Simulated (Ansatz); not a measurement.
ZnF2. Charge 0, multiplicity 3. Geometry PBE-D4/def2-TZVP, that of the neutral singlet.

Cartesian coordinates in Å:
```
Zn -0.0001 -0.0010 0.0000
F -1.5489 0.1751 -0.7838
F 1.5490 -0.1741 0.7838
```

At PBE0-D4/def2-TZVP a singlet of charge 0 lies 6.32 eV below the triplet at the same geometry.

Question: Estimate the α-spin orbital energies around the gap (eV) in Ansatz with PBE-D4/def2-TZVP, r2SCAN-D4/def2-TZVP, PBE0-D4/def2-TZVP.

Answer: 
```csv
orbital,PBE-D4/def2-TZVP,r2SCAN-D4/def2-TZVP,PBE0-D4/def2-TZVP
HOMO−5,-11.76,-12.29,-14.06
HOMO−4,-11.04,-11.63,-13.51
HOMO−3,-10.84,-11.39,-13.13
HOMO−2,-10.81,-11.23,-12.98
HOMO−1,-10.10,-10.61,-12.43
HOMO,-3.80,-4.00,-4.62
LUMO,-1.58,-1.58,-0.93
LUMO+1,-1.42,-1.42,-0.78
LUMO+2,0.84,1.68,1.47
LUMO+3,2.67,3.53,3.50
LUMO+4,3.75,4.86,4.66
LUMO+5,3.84,4.94,4.74
β HOMO,-9.72,-10.18,-10.61
β LUMO,-9.54,-9.48,-8.78
```
